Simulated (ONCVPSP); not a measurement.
## What the settings do to the ONCV potential of Te (Z = 52)

Base potential:

* Element: Te
* Generator: ONCVPSP 4.0.1
* Type: optimised norm-conserving Vanderbilt (ONCV)
* Functional: LDA (Perdew-Wang 92)
* Relativity: fully relativistic
* Frozen core: [Ar] 3d10
* Valence charge: 24
* Reference configuration: 4s2 4p6 4d10 5s2 5p1 (charge +3)
* Partial waves: 4s+5s: rc 1.35 bohr, ncon 3, nbas 6, qcut 9.8 1/bohr, 2 projectors; 4p+5p: rc 1.20 bohr, ncon 3, nbas 6, qcut 9 1/bohr, 2 projectors; 4d: rc 0.90 bohr, ncon 4, nbas 7, qcut 10.7 1/bohr, local
* Local potential: the d channel
* Core correction: none

Open shells are filled in proportion to 2j + 1.

Cutoffs, loose and tight: the cutoffs (Ha) at which the residual kinetic energy of the hardest occupied pseudo-wave falls to 1 and 0.1 mHa per electron. They do not see the model core or the augmentation charge, which bear on the density cutoff. Test errors are all-electron minus pseudo excitation energies from the reference, over the configurations 4s2 4p6 4d10 5s2 5p4; 4s2 4p6 4d10 5s2 5p3; 4s2 4p6 4d10 5s2 5p2; 4s2 4p6 4d10 5s2 5p0. A dash means not determined; rows that change the core or the reference have their own tests.

```csv
change,outcome,"cutoff, loose","cutoff, tight",bound ghosts,GHOST(+) flags above zero,largest test error (meV)
base,"generated, misses its reference levels by 0.90 eV",55 Ha,107 Ha,none,s,-2.1
s: qcut 6.2; p: qcut 5.7; d: qcut 6.7,"generated, misses its reference levels by 0.90 eV",–,–,none,s,+2.1
s: qcut 7.2; p: qcut 6.6; d: qcut 7.8,"generated, misses its reference levels by 0.90 eV",182 Ha,217 Ha,none,s,-1.8
s: qcut 9.1; p: qcut 8.4; d: qcut 10,"generated, misses its reference levels by 0.90 eV",57 Ha,181 Ha,none,none,-2.0
s: qcut 10.2; p: qcut 9.3; d: qcut 11.1,"generated, misses its reference levels by 0.90 eV",56 Ha,86 Ha,none,s,-2.2
s: qcut 11.2; p: qcut 10.2; d: qcut 12.2,"generated, misses its reference levels by 0.90 eV",57 Ha,68 Ha,none,s,-2.1
s: qcut 12.5; p: qcut 11.5; d: qcut 13.7,"generated, misses its reference levels by 0.90 eV",59 Ha,72 Ha,none,s,-2.1
s: qcut 13.2; p: qcut 12.2; d: qcut 14.5,"generated, misses its reference levels by 0.90 eV",59 Ha,74 Ha,none,s,-1.9
s: qcut 14.3; p: qcut 13.1; d: qcut 15.6,"generated, misses its reference levels by 0.90 eV",61 Ha,79 Ha,none,s,-1.8
```

Question: What comes out with this change to the base: s: qcut 8.1; p: qcut 7.4; d: qcut 8.8?

Answer: outcome: generated, misses its reference levels by 0.90 eV; cutoff, loose: 154 Ha; cutoff, tight: 205 Ha; bound ghosts: none; GHOST(+) flags above zero: s; largest test error (meV): -1.9.
